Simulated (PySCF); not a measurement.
# CdF: input and log

State: ²Σ⁺ (doublet), unpaired electrons σ ↑.

An equivalent input (the run itself took its basis sets from the Basis Set Exchange, started from a PBE0 density and held the occupation σ 7α 6β, πx 3α 3β, πy 3α 3β, δx 1α 1β, δy 1α 1β):

```python
from pyscf import gto, dft
mol = gto.M(atom='Cd 0 0 0; F 0 0 2.001', basis={'Cd': 'def2-TZVPP', 'F': 'def2-TZVPP'}, ecp={'Cd': 'def2-TZVPP'},
            charge=0, spin=1, verbose=4, symmetry='C2v')
mf = dft.UKS(mol, xc='MN15')
mf.grids.atom_grid = (80, 434)
mf.grids.prune = dft.gen_grid.treutler_prune
mf.irrep_nelec = {'A1': (8, 7), 'A2': (1, 1), 'B1': (3, 3), 'B2': (3, 3)}
mf.conv_tol = 1e-9
mf.max_cycle = 60
mf.diis_space = 10
mf.kernel()
```

The log (some set-up lines and the per-cycle HOMO/LUMO lines removed):

```
******** <class 'pyscf.dft.uks_symm.SymAdaptedUKS'> ********
method = SymAdaptedUKS
damping factor = 0
level_shift factor = 0
DIIS = <class 'pyscf.scf.diis.CDIIS'>
diis_start_cycle = 1
diis_space = 10
diis_damp = 0
SCF conv_tol = 1e-09
SCF conv_tol_grad = None
SCF max_cycles = 60
number electrons alpha = 15  beta = 14
Set gradient conv threshold to 3.16228e-05
init E= -267.190217257973
cycle= 1 E= -267.195082311589  delta_E= -0.00487  |g|= 0.173  |ddm|= 0.203
cycle= 2 E= -267.192240849905  delta_E= 0.00284  |g|= 0.203  |ddm|= 0.204
cycle= 3 E= -267.201244373398  delta_E= -0.009  |g|= 0.026  |ddm|= 0.117
cycle= 4 E= -267.201437475559  delta_E= -0.000193  |g|= 0.000889  |ddm|= 0.0126
cycle= 5 E= -267.201437822672  delta_E= -3.47e-07  |g|= 0.000381  |ddm|= 0.00138
cycle= 6 E= -267.201437869765  delta_E= -4.71e-08  |g|= 0.000113  |ddm|= 0.000322
cycle= 7 E= -267.201437879308  delta_E= -9.54e-09  |g|= 5.38e-05  |ddm|= 0.000201
cycle= 8 E= -267.201437882153  delta_E= -2.84e-09  |g|= 1.6e-05  |ddm|= 0.000107
cycle= 9 E= -267.201437882766  delta_E= -6.13e-10  |g|= 3.88e-06  |ddm|= 7.6e-05
Extra cycle  E= -267.201437882767  delta_E= -1.25e-12  |g|= 6.38e-06  |ddm|= 8.8e-06
converged SCF energy = -267.201437882767  <S^2> = 0.75317459  2S+1 = 2.0031721
```

Repeating this along the bond gives Re = 1.987 Å and ωe = 514 cm⁻¹.

A point of this curve took 1.7 CPU seconds beside 0.37 for the integrals, on Intel Xeon Platinum 8488C (shared host).

Spin–orbit coupling is left out. The state is the lowest determinant that a PBE0 search found; another state may lie lower at other levels.
